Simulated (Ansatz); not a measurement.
CH5NSSi can be A, `SC1N[SiH2]1`, or B, `[SiH3]NC=S`.

Program: Ansatz. Geometries: PBE0-D4/def2-TZVP. ΔE: electronic, gas phase. CBS: MP2 limit from def2 TZ/QZ plus the TZ coupled-cluster correction, frozen cores. DFT in def2-TZVPP. One conformer a species, not always the lowest.

A:

Z-matrix (Å, degrees):
```
C
N 1 1.485
Si 1 1.838 2 61.4
S 1 1.782 2 119.8 3 -105.7
H 1 1.086 2 113.6 3 115.9
H 2 1.010 1 115.6 3 119.8
H 3 1.478 1 117.1 2 -109.2
H 3 1.477 1 123.8 2 97.7
H 4 1.348 1 97.5 2 -75.7
```

B:

```xyz
9

Si    1.107    0.709    0.026
N    -0.213   -0.366    0.449
C    -1.277   -0.670   -0.322
S    -2.498   -1.669    0.078
H     0.806    1.203   -1.337
H     1.176    1.828    0.997
H     2.390   -0.034    0.053
H    -0.234   -0.836    1.347
H    -1.258   -0.166   -1.291
```

Task: Which is lower in electronic energy at CCSD(T)/CBS, and by how much? (An estimate is asked.)

Result: Ansatz gave: B, by 123.6 kJ/mol.

Task: Give E(B) − E(A) in kJ/mol with CCSD(T)/def2-SVP, HF/def2-TZVPP, CCSD/def2-TZVPP, PBE0-D4, MP2/def2-TZVPP, CCSD(T)/def2-TZVPP, LDA (SPW92). (An estimate is asked.)

Result: Computed: CCSD(T)/def2-SVP -144.5, HF/def2-TZVPP -158.5, CCSD/def2-TZVPP -127.9, PBE0-D4 -117.6, MP2/def2-TZVPP -124.4, CCSD(T)/def2-TZVPP -128.3, LDA (SPW92) -108.5. None reverses the order clearly.

Task: Does the order hold for the free energy at 298.15 K (harmonic terms from PBE0-D4)? (Best estimate.)

Result: Computed: Yes: G(B) − G(A) = -126.6 kJ/mol, for one conformer each. Modes under 60 cm⁻¹, often nearly free rotors, make the harmonic entropy too high.

Largest T1 diagnostic: 0.017.

From BLYP to BHLYP (50 % exact exchange), in def2-TZVPP and without D4, E(B) − E(A) moves by +4.5 kJ/mol. At CCSD(T), def2-SVP lies −20.8 kJ/mol from the extrapolated value and def2-TZVPP −4.7 kJ/mol.
